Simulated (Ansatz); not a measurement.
Reaction (ligand exchange at the Si–S bond): `C[SiH](F)S` + CH₃NH₂ → `CN[SiH](C)F` + H₂S

Computed with Ansatz on PBE0-D4/def2-TZVP structures; ΔE is electronic, products minus reactants. CCSD(T)/CBS adds triple-zeta CCSD(T) − MP2 to the extrapolated MP2 energy (def2 sets, frozen cores). This one scheme is used for every species. DFT in def2-TZVPP. Each species was taken in one conformer, which may not be the lowest.

Problem. Is it downhill or uphill in electronic energy at CCSD(T)/CBS, and by how much? (Estimate.)

Solution. Ansatz gave: Downhill: ΔE = -0.07 eV.

Problem. What do these levels give: PBE0-D4, BHLYP-D4, ωB97X-V, RPA@PBE/def2-TZVPP, CCSD/def2-SVP, CCSD/CBS(def2)? (Best estimate.)

Solution. Ansatz gave: PBE0-D4 0.00, BHLYP-D4 -0.11, ωB97X-V -0.07, RPA@PBE/def2-TZVPP -0.11, CCSD/def2-SVP -0.14, CCSD/CBS(def2) -0.08 eV.

Largest T1 diagnostic among the species: 0.011.

Leaving LDA and LC-ωPBE aside and taking each functional with its dispersion term where it has one, the values, not all of them listed here, spread over 0.15 eV, from CAM-B3LYP-D4 to PBE-D4. LDA lies −0.11 eV from PBE without D4. From BLYP to BHLYP (50 % exact exchange), in def2-TZVPP and without D4, ΔE moves by −0.06 eV.
